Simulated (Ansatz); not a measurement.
In₁₄P₁₄H₃₄⁺, a nanocrystal cut from wurtzite InP (hydrogen-capped). Total charge 1; doublet. Geometry PBE-D4/def2-SVP, that of the neutral singlet.

Cartesian coordinates in Å:
```
P 4.069 0.983 -3.373
In 5.264 -0.828 -1.804
In 2.080 -3.018 -3.954
P 2.996 -2.095 -1.660
In 2.355 2.682 -2.394
P 3.657 3.173 -0.155
In -0.498 0.357 -3.808
P -0.421 -2.196 -3.654
P 0.452 1.205 -1.573
In 1.287 -0.825 -0.249
In 2.588 2.605 2.166
P 2.420 0.044 1.937
In -1.648 -3.302 -1.681
P -0.628 -2.339 0.461
In 0.382 -4.511 1.493
In 1.460 -0.864 4.161
P 1.231 -3.428 3.793
P -3.033 1.029 -3.534
In -1.240 2.624 -0.226
P 0.095 3.219 1.960
In -4.474 0.381 -1.435
P -4.050 -2.193 -1.704
P -3.103 1.065 0.592
In -2.376 -1.065 1.855
In -0.960 2.480 4.205
P -0.980 -0.076 3.856
In -4.966 2.373 1.871
P -3.445 3.194 3.920
H 4.976 1.722 -4.199
H 3.378 0.282 -4.414
H 6.422 -1.674 -2.785
H 5.592 0.064 -0.336
H 2.749 -1.962 -5.174
H 2.098 -4.755 -3.910
H 3.219 -3.243 -0.830
H 2.054 4.137 -3.291
H 4.869 2.411 -0.194
H 4.231 4.485 -0.145
H 0.165 1.087 -5.246
H -1.113 -2.638 -4.830
H 3.469 3.282 3.500
H 3.785 -0.389 1.870
H -1.833 -5.029 -1.800
H 1.878 -4.864 0.667
H -0.885 -5.610 1.951
H 2.296 -0.377 5.606
H 2.453 -4.020 4.251
H 0.410 -3.855 4.885
H -3.759 0.664 -4.713
H -3.122 2.448 -3.695
H -1.753 4.073 -1.053
H 0.096 4.651 2.051
H -6.145 0.825 -1.626
H -4.791 -2.658 -2.836
H -4.832 -2.839 -0.695
H -3.707 -2.033 2.435
H -0.182 3.063 5.648
H -1.618 -0.558 5.047
H -5.335 3.836 1.003
H -6.066 1.237 2.597
H -3.438 4.623 4.017
H -4.074 2.937 5.181
```

In the def2 sets In takes a core potential; there is no spin–orbit coupling. Single mean-field runs in def2-TZVP are fitted with def2-universal-jkfit.

Task: Estimate the α-spin orbital energies around the gap (eV) in Ansatz with PBE-D4/def2-TZVP, PBE0-D4/def2-TZVP.

Result: 
```csv
orbital,PBE-D4/def2-TZVP,PBE0-D4/def2-TZVP
HOMO−5,-8.60,-9.59
HOMO−4,-8.52,-9.48
HOMO−3,-8.47,-9.43
HOMO−2,-8.40,-9.38
HOMO−1,-8.30,-9.28
HOMO,-8.30,-9.27
LUMO,-4.91,-4.22
LUMO+1,-4.73,-4.06
LUMO+2,-4.66,-3.99
LUMO+3,-4.58,-3.90
LUMO+4,-4.53,-3.84
LUMO+5,-4.50,-3.76
β HOMO,-8.27,-9.20
β LUMO,-8.16,-8.21
```
